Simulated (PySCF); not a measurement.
## Where the electron goes

Compound: C4H6O3S.
Cartesian coordinates in Å at the GFN2-xTB level; atoms count from 1:
```xyz
14
C4H6O3S angstrom
C      1.6067    0.5191    1.1785
C      0.9103    0.0382    0.1606
C      1.2732   -1.1157   -0.6616
O      0.4942   -1.7650   -1.3063
S     -0.6168    0.9080   -0.3307
C     -1.9368   -0.3173   -0.1678
O     -0.8311    1.9475    0.6389
O     -0.4703    1.2915   -1.7036
H      1.2320    1.3807    1.7076
H      2.5279    0.0737    1.5222
H      2.3538   -1.3589   -0.6484
H     -1.9471   -0.6513    0.8615
H     -1.7294   -1.1277   -0.8543
H     -2.8674    0.1769   -0.4188
```

Theory: TDDFT PBE0/def2-SVPD, vertical, gas phase, core orbitals frozen in the response (PySCF 2.14.0, density-fitted response routines).

Kohn–Sham orbitals with the atoms that hold most of them (Löwdin shares over 4%, at most four atoms; ? is withheld):

| orbital | ε (eV) | atoms |
| --- | --- | --- |
| LUMO+2 | 0.30 | C1 19%, S5 17%, C3 13%, H10 13% |
| LUMO+1 | -0.34 | C3 23%, C2 22%, O4 13%, C1 11% |
| LUMO | -2.75 | ? |
| HOMO | -8.26 | ? |
| HOMO-1 | -8.83 | O7 32%, O8 31%, C2 8%, O4 7% |
| HOMO-2 | -8.93 | O8 43%, O7 19%, O4 12%, S5 8% |
| HOMO-3 | -9.37 | O7 33%, O8 16%, C1 14%, C2 14% |

Question: Which atoms hold the LUMO, and with what shares?

Answer: C1 (bonded to C and 2 H) 30%; O4 (bonded to C) 21%; C3 (bonded to C, O and H) 20%; C2 (bonded to 2 C and S) 17%. By element: carbon 67% or more, oxygen 21% or more.

Question: Give the leading atoms of the HOMO.

Answer: O4 (bonded to C) 42%; C3 (bonded to C, O and H) 13%; C2 (bonded to 2 C and S) 11%; O7 (bonded to S) 8%. By element: oxygen 50% or more, carbon 24% or more.

Question: The HOMO–LUMO gap is 5.51 eV. Where does the response calculation put the lowest singlet, and from which orbitals?

Answer: S1 is at 3.63 eV (f = 0.0006), 1.88 eV below the gap, made of HOMO→LUMO (89%). Without the coupling terms of the response equations the lowest excitation would equal the gap.

Question: One configuration dominates each of S1 and S6. Which, and how do the shares of the two leading atoms of either orbital change from the occupied to the empty one?

Answer: 
- S1 (3.63 eV, f 0.0006), HOMO→LUMO (89%): O4 42% → 21%, C3 13% → 20%, C1 at most 9% → 30%
- S6 (6.30 eV, f 0.021), HOMO→LUMO+1 (77%): O4 42% → 13%, C3 13% → 23%, C2 11% → 22%

One conformer stands for the species.
